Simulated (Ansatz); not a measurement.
Ansatz (a first-principles code) input file for CH2F, SMILES F[CH2], multiplicity 2, PBE-D3(BJ)/def2-TZVPD. 

Ansatz 0.2 input:
```yaml
crystal:
  periodic: [false, false, false]
  atoms:
    - {symbol: C, position_ang: [-0.64880508, 0.05583347, -0.00000000]}
    - {symbol: F, position_ang: [0.68077012, -0.00969461, 0.00000000]}
    - {symbol: H, position_ang: [-1.11705029, -0.12387467, 0.95843190]}
    - {symbol: H, position_ang: [-1.11705028, -0.12387467, -0.95843190]}
basis:
  gaussian:
    orbitals: def2-TZVPD
hamiltonian:
  xc: pbe
  dispersion: d3bj
magnetization: {spin_polarized: true, initial_magnetization: 1}
relax: {f_tol: 0.002, max_steps: 200}
```

Log of the run:

```
WARN ansatz: RAYON_NUM_THREADS=1 ignored (pool sized by the plan → 1); use --threads N
Functional definition: PBE
integrals: 0.01 GiB planned
473 factors; their error is unknown
mean field: 0.22 GiB planned
mean field evaluation 1: about -3779.3020 eV, gradient 2.4e1 eV
mean field evaluation 2: about -3777.8244 eV, gradient 2.8e1 eV
mean field evaluation 4: about -3781.9175 eV, gradient 3.0e0 eV
mean field evaluation 8: about -3781.9278 eV, gradient 3.6e-2 eV
mean field evaluation 16: about -3781.9279 eV, gradient 1.5e-5 eV
mean field -3781.92785059 eV, -138.9832850264 hartree, gradient 1.5e-5 eV, S^2 0.753186; 0 other end points of the search recorded, 0 dependent functions left out
the calculation of the forces begins
reference -3781.92789042 eV, -138.9832864900 hartree; 9, 8 occupied and 86, 87 virtual orbitals, 473 factors
relax step   1: F+E_penalty+E_count = -3781.95337068 eV  Δ(F+E_penalty+E_count) = +0.000e0 eV  max|allowed force component| = 6.703e-1 eV/Å  Δτ_max = 0.0000 Å  (29 SCF iters, accepted)
these checks for a lower state are left out or cut short: starts, cluster_reference, orbital_swaps, neighbouring_geometries, increment
integrals: 0.01 GiB planned
473 factors; their error is unknown
mean field: 0.22 GiB planned
mean field -3781.93416491 eV, -138.9835170735 hartree, gradient 4.7e-6 eV, S^2 0.753299; 0 other end points of the search recorded, 0 dependent functions left out
the calculation of the forces begins
reference -3781.93420474 eV, -138.9835185373 hartree; 9, 8 occupied and 86, 87 virtual orbitals, 473 factors
relax step   2: F+E_penalty+E_count = -3781.95966715 eV  Δ(F+E_penalty+E_count) = -6.296e-3 eV  max|allowed force component| = 2.618e-1 eV/Å  Δτ_max = 0.0102 Å  (32 SCF iters, accepted)
these checks for a lower state are left out or cut short: starts, cluster_reference, orbital_swaps, neighbouring_geometries, increment
integrals: 0.01 GiB planned
473 factors; their error is unknown
mean field: 0.22 GiB planned
mean field evaluation 32: about -3781.9353 eV, gradient 4.7e-6 eV
mean field -3781.93525175 eV, -138.9835570142 hartree, gradient 4.7e-6 eV, S^2 0.753297; 0 other end points of the search recorded, 0 dependent functions left out
the calculation of the forces begins
reference -3781.93529165 eV, -138.9835584804 hartree; 9, 8 occupied and 86, 87 virtual orbitals, 473 factors
relax step   3: F+E_penalty+E_count = -3781.96074883 eV  Δ(F+E_penalty+E_count) = -1.082e-3 eV  max|allowed force component| = 5.921e-2 eV/Å  Δτ_max = 0.0050 Å  (34 SCF iters, accepted)
these checks for a lower state are left out or cut short: starts, cluster_reference, orbital_swaps, neighbouring_geometries, increment
integrals: 0.01 GiB planned
473 factors; their error is unknown
mean field: 0.22 GiB planned
mean field -3781.93531970 eV, -138.9835595111 hartree, gradient 4.7e-6 eV, S^2 0.753282; 0 other end points of the search recorded, 0 dependent functions left out
the calculation of the forces begins
reference -3781.93535963 eV, -138.9835609784 hartree; 9, 8 occupied and 86, 87 virtual orbitals, 473 factors
relax step   4: F+E_penalty+E_count = -3781.96081715 eV  Δ(F+E_penalty+E_count) = -6.832e-5 eV  max|allowed force component| = 1.041e-2 eV/Å  Δτ_max = 0.0035 Å  (34 SCF iters, accepted)
these checks for a lower state are left out or cut short: starts, cluster_reference, orbital_swaps, neighbouring_geometries, increment
integrals: 0.01 GiB planned
473 factors; their error is unknown
mean field: 0.22 GiB planned
mean field -3781.93532505 eV, -138.9835597076 hartree, gradient 4.7e-6 eV, S^2 0.753282; 0 other end points of the search recorded, 0 dependent functions left out
the calculation of the forces begins
reference -3781.93536497 eV, -138.9835611748 hartree; 9, 8 occupied and 86, 87 virtual orbitals, 473 factors
relax step   5: F+E_penalty+E_count = -3781.96082265 eV  Δ(F+E_penalty+E_count) = -5.497e-6 eV  max|allowed force component| = 3.092e-3 eV/Å  Δτ_max = 0.0004 Å  (33 SCF iters, accepted)
these checks for a lower state are left out or cut short: starts, cluster_reference, orbital_swaps, neighbouring_geometries, increment
integrals: 0.01 GiB planned
473 factors; their error is unknown
mean field: 0.22 GiB planned
mean field -3781.93532523 eV, -138.9835597143 hartree, gradient 4.7e-6 eV, S^2 0.753284; 0 other end points of the search recorded, 0 dependent functions left out
the calculation of the forces begins
reference -3781.93536515 eV, -138.9835611813 hartree; 9, 8 occupied and 86, 87 virtual orbitals, 473 factors
relax step   6: F+E_penalty+E_count = -3781.96082282 eV  Δ(F+E_penalty+E_count) = -1.711e-7 eV  max|allowed force component| = 3.345e-3 eV/Å  Δτ_max = 0.0005 Å  (33 SCF iters, accepted)
these checks for a lower state are left out or cut short: starts, cluster_reference, orbital_swaps, neighbouring_geometries, increment
integrals: 0.01 GiB planned
473 factors; their error is unknown
mean field: 0.22 GiB planned
mean field evaluation 64: about -3781.9353 eV, gradient 4.7e-6 eV
mean field -3781.93532586 eV, -138.9835597373 hartree, gradient 4.7e-6 eV, S^2 0.753284; 0 other end points of the search recorded, 0 dependent functions left out
the calculation of the forces begins
reference -3781.93536578 eV, -138.9835612044 hartree; 9, 8 occupied and 86, 87 virtual orbitals, 473 factors
relax step   7: F+E_penalty+E_count = -3781.96082349 eV  Δ(F+E_penalty+E_count) = -6.672e-7 eV  max|allowed force component| = 1.302e-4 eV/Å  Δτ_max = 0.0002 Å  (34 SCF iters, accepted)
integrals: 0.01 GiB planned
473 factors; their error is unknown
mean field: 0.22 GiB planned
mean field -3781.93532586 eV, -138.9835597373 hartree, gradient 4.7e-6 eV, S^2 0.753284; 1 other end points of the search recorded, 0 dependent functions left out
the calculation of the forces begins
reference -3781.93536578 eV, -138.9835612044 hartree; 9, 8 occupied and 86, 87 virtual orbitals, 473 factors
Total energy: -3781.96086341 eV, -138.9844982252 hartree
Atom 0 at    -0.652596     0.052948    -0.000000 Å, force    -0.000130     0.000016    -0.000000 eV/Å
Atom 1 at     0.693244    -0.008494    -0.000000 Å, force     0.000080    -0.000012    -0.000000 eV/Å
Atom 2 at    -1.121392    -0.123032     0.967276 Å, force     0.000025    -0.000002    -0.000097 eV/Å
Atom 3 at    -1.121392    -0.123032    -0.967276 Å, force     0.000025    -0.000002     0.000097 eV/Å
Dipole moment:    -0.238640    -0.063132     0.000000 e Å
```

The calculation finished and met its thresholds.

Cost: very roughly 11 core-seconds.
